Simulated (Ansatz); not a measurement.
Calculated with Ansatz (gas phase, PBE0-D4/def2-TZVP geometries, no zero-point term in ΔE). CBS: MP2 limit from def2 TZ/QZ plus the TZ coupled-cluster correction, frozen cores. This one scheme is used for every species. DFT in def2-TZVPP. HSE06 is defined as in plane-wave codes. For As outer-core shells are correlated without core-valence functions, which leaves a few kJ/mol of doubt a bond. Scalar relativity is left out up to krypton.

Reaction (formal exchange of groups at the As–Si bond): `C[AsH][SiH3]` + `[AlH3]` → `C[AsH][AlH2]` + SiH₄

Q: Is it downhill or uphill in electronic energy at CCSD(T)/CBS, and by how much? (Estimate.)

A: Ansatz gave: Downhill: ΔE = -28.3 kJ/mol.

Q: What do these levels give: PBE0-D4, HSE06-D4, BHLYP-D4, BHLYP, RPA@PBE/def2-TZVPP, MP2/def2-QZVPP? (Estimate.)

A: The calculation gave: PBE0-D4 -27.3, HSE06-D4 -27.6, BHLYP-D4 -27.3, BHLYP -29.7, RPA@PBE/def2-TZVPP -27.6, MP2/def2-QZVPP -28.2 kJ/mol.

Q: What do rigid-rotor, harmonic-oscillator terms from PBE0-D4/def2-TZVP frequencies (298.15 K, 1 bar) make of the CCSD(T)/CBS value? (Best estimate.)

A: The calculation gave: ΔZPE = +2.4 kJ/mol, ΔH = -25.3 kJ/mol, ΔS = 2 J/(mol·K), ΔG = -26.0 kJ/mol.

Largest T1 diagnostic among the species: 0.011.

Leaving LDA and LC-ωPBE aside and taking each functional with its dispersion term where it has one, the values, not all of them listed here, spread over 14.0 kJ/mol, from B2PLYP to B97M-V. The D4 term adds +3.4 kJ/mol with B3LYP and +1.8 kJ/mol with PBE0; it sums over pairs of atoms, weighted by their polarisabilities, and B3LYP, whose exchange is more repulsive, gets the larger term.

B3LYP here is the variant with VWN-RPA as its local correlation; programs differ in this.
